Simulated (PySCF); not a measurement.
Gas-phase reaction: N₂ + 2 SiBr₄ ⇌ 2 SiN + 4 Br₂

Energies from PySCF, thermal terms from the rigid-rotor harmonic-oscillator model, ideal gas at 1 bar. Table values come from the NASA 1993 polynomials. After a fit of one offset per element over all species, the range-separated, M06-2X, PBE0/def2-QZVP and CCSD(T)/def2-TZVPP enthalpies, where run, lie to one side of the table for SiN (+118 kJ/mol): a fault of the table's entry, another state or a shared error of the levels is possible; this was not checked at source. † marks an energy on the PBE0/def2-TZVP geometry and frequencies; other levels use their own. 6-31G* has spherical d functions here. Open shells (unrestricted): SiN (multiplicity 2); the rest are closed-shell singlets. B3LYP is the form with VWN-RPA correlation. Br: all electrons, no relativistic terms. For this reaction the table lies outside the span of B3LYP, M06-2X, PBE0, r2SCAN, ωB97M-V, ωB97X-V in their largest bases here; which side is off was not settled. The harmonic model lacks anharmonicity and excited electronic states, which grow with temperature; levels with a mode under 35 cm⁻¹ are left out. Soft modes under 120 cm⁻¹ make the harmonic entropy rough for SiBr₄. The table's entry may be an old estimate for SiBr₄, SiN (not checked at source).

```csv
level,"ΔH°(298 K), kJ",minus table,"ΔG°(2000 K), kJ"
table,1699.4,-,815.2
B3LYP/6-31G*,1764.7,65.3,888.2
B3LYP/def2-TZVP†,1782.7,83.3,908.2
BLYP/def2-TZVP†,1661.4,-38.0,786.9
M06-2X/def2-TZVP†,1934.1,234.7,1059.6
PBE/def2-TZVP†,1802.5,103.1,928.0
PBE0/def2-QZVP†,1896.0,196.6,1021.5
PBE0/def2-TZVP,1914.8,215.4,1040.3
r2SCAN/def2-TZVP†,1923.9,224.5,1049.4
LDA/def2-TZVP†,1943.5,244.1,1069.0
ωB97X-V/def2-TZVP†,1978.3,278.9,1103.8
```
